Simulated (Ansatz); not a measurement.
Abridged output of a molecular run in Ansatz:

```
Functional definition: HF
1296 factors; integrals over basis functions are off by at most 1.1e-3 eV
mean field evaluation 1: about -8842.4969 eV, gradient 3.9e1 eV
mean field evaluation 2: about -8842.5092 eV, gradient 3.9e1 eV
mean field evaluation 4: about -8846.4041 eV, gradient 2.9e0 eV
mean field evaluation 8: about -8846.4412 eV, gradient 1.9e-1 eV
mean field evaluation 16: about -8846.4295 eV, gradient 5.2e-1 eV
mean field -8846.44137051 eV, -325.1007240328 hartree, gradient 2.7e-6 eV, S^2 0.000000; 0 other end points of the search recorded, 0 dependent functions left out
7 core orbitals not correlated: weight in the atoms' cores, before any rotation towards them, 1.000 or more for the frozen orbitals, at most 0.000 for the correlated occupied ones
reference -8846.44137051 eV, -325.1007240328 hartree; 18, 18 occupied and 93, 93 virtual orbitals, 1296 factors
second order -15.95979641 eV of doubles, -0.00000000 eV of singles
cycle   1  -17.05383128 eV  change    -1.1e0 eV  update   8.6e-2
cycle   2  -17.52974488 eV  change   -4.8e-1 eV  update   2.6e-2
cycle   3  -17.59933618 eV  change   -7.0e-2 eV  update   9.1e-3
cycle   4  -17.59888563 eV  change    4.5e-4 eV  update   2.4e-3
cycle   5  -17.59872946 eV  change    1.6e-4 eV  update   7.4e-4
cycle   6  -17.59864372 eV  change    8.6e-5 eV  update   2.3e-4
cycle   7  -17.59859882 eV  change    4.5e-5 eV  update   7.2e-5
cycle   8  -17.59859848 eV  change    3.4e-7 eV  update   2.4e-5
perturbative correction -0.47144218 eV, -0.0173251804 hartree
Total energy: -8864.51141116 eV, -325.7647857786 hartree
```

Its atoms:

Z-matrix (Å, degrees):
```
C
In 1 2.174
H 1 1.092 2 111.5
H 1 1.093 2 110.3 3 119.4
H 1 1.093 2 111.2 3 -121.4
C 2 2.174 1 118.6 3 160.4
N 2 2.421 1 96.5 3 59.5
H 2 1.746 1 119.1 3 -40.2
H 6 1.093 2 110.4 1 81.6
H 6 1.093 2 111.2 1 -37.6
H 6 1.093 2 111.5 1 -159.0
H 7 1.013 2 110.6 1 -172.9
H 7 1.013 2 110.7 1 -53.4
H 7 1.013 2 111.5 1 66.9
```

Task: Which basis set was used?
A. def2-QZVPP
B. def2-SVPD
C. def2-TZVPP
D. def2-SVP

Result: D. It gives 118 functions.

Task: Write the keys of the input that set method, charge and spin (a neutral closed shell needs none for the last two).

Result: 
```yaml
correlation: {method: ccsd_t}
```
